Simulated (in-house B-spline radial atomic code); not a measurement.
Configurations of Xe V (Xe4+), with energies counted from [Kr] 4d10 5s2 5p2. Method: Dirac-Hartree-Fock, average of configuration, Fermi nucleus of rms radius 4.7859 fm. Calculated with an all-electron radial atomic-structure program (B-spline basis). Energies include first-order Breit, QED and recoil terms.

Occupations are held fixed; configurations that lie above the ionisation limit could autoionise.

```csv
configuration,E - E(ref) (eV),highest orbital,its <r> (bohr)
[Kr] 4d10 5s1 5p2 5d1,32.519,5d5/2,2.574
[Kr] 4d10 5s2 5p1 6d1,33.982,6d5/2,4.999
[Kr] 4d10 5s2 5p1 7d1,40.519,7d5/2,7.913
[Kr] 4d10 5s1 5p2 5f1,48.43,5f7/2,4.325
[Kr] 4d10 5s1 5p2 8g1,61.076,8g7/2,17
[Kr] 4d10 5s1 5p2 9f1,61.525,9f7/2,19.55
[Kr] 4d9 5s2 5p2 8g1,110.69,8g7/2,16.98
[Kr] 4d9 5s2 5p2 9f1,111.08,9f7/2,19.29
[Ar] 3d9 4s2 4p6 4d10 4f1 5s2 5p2,697.14,4f7/2,1.374
```

Task: Order these further configurations by energy, lowest first.
A. [Kr] 4d9 5s2 5p2 6s1
B. [Kr] 4d10 5s1 5p2 6d1
C. [Kr] 4d10 5s1 5p2 7g1
D. [Kr] 4d10 5s2 5p1 9s1
E. [Kr] 4d9 5s2 5p2 6g1

Result: D (44.428 eV), B (47.644 eV), C (59.434 eV), A (85.553 eV), E (106.52 eV).

Task: How far above the reference does [Ar] 3d9 4s2 4p6 4d10 5s2 5p2 6f1 lie?

Result: 719.36 eV; its least bound orbital is 6f7/2 with <r> = 7.001 bohr.

Task: How far above the reference does [Kr] 4d10 5s2 5p1 8f1 lie?

Result: 46.361 eV; its least bound orbital is 8f7/2 with <r> = 14.92 bohr.

Task: How far above the reference does [Kr] 4d10 5s1 5p2 6f1 lie?

Result: 54.482 eV; its least bound orbital is 6f7/2 with <r> = 7.253 bohr.
